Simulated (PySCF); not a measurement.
PySCF input for C3H6O2Si, SMILES C1=CO[C@@H]1[SiH2]O, PBE0/pcSseg-1. Geometry optimised at B3LYP-D3(BJ)/def2-SVP. The structure was generated by enumeration; whether it is a known compound was not checked. The values are those of a single conformer.

```python
import numpy as np
from pyscf import gto, scf, dft
from pyscf.prop.nmr import rks as nmr

mol = gto.M(
    atom='''
    O     2.27031052    0.61968846   -0.33604705
    Si    1.16892645   -0.52180093    0.18143991
    C    -0.48974733    0.29483140    0.61159628
    C    -1.70426397   -0.60083502    0.67348869
    C    -2.06892040   -0.07109135   -0.50939091
    O    -1.02990120    0.82312959   -0.67142006
    H     2.00446463    1.13723451   -1.10645768
    H     0.86654364   -1.54401804   -0.86010731
    H     1.76635434   -1.14711271    1.38982608
    H    -0.42200602    1.10829067    1.35343137
    H    -2.07870516   -1.35695776    1.35723635
    H    -2.84730601   -0.17219800   -1.26851489
    ''',
    basis='pcSseg-1',
    charge=0,
    spin=0,
    max_memory=1600,
    verbose=3,
)
mf = dft.RKS(mol, xc='pbe0')
mf.grids.level = 3
mf.conv_tol = 1e-10
mf.max_cycle = 100
mf.kernel()
n = nmr.NMR(mf)
n.verbose = 2
n.max_cycle_cphf = 60
sigma = n.kernel()
print('atom   isotropic/ppm   span/ppm')
for i, s in enumerate(sigma):
    w = np.linalg.eigvalsh((s + s.T) / 2)
    print(f'{mol.atom_symbol(i):2s}{i + 1:3d} {w.mean():14.3f} {w[2] - w[0]:11.3f}')
```

Output:

```
converged SCF energy = -557.371070941683
atom   isotropic/ppm   span/ppm
O   1        310.431      35.479
Si  2        361.106      85.185
C   3         93.221      69.390
C   4         72.453     170.941
C   5         21.266     145.278
O   6        142.835     221.297
H   7         29.877      20.305
H   8         26.803       7.011
H   9         26.452       8.185
H  10         25.766       4.120
H  11         25.550       3.067
H  12         24.511       4.532
```

Self-consistency was reached.
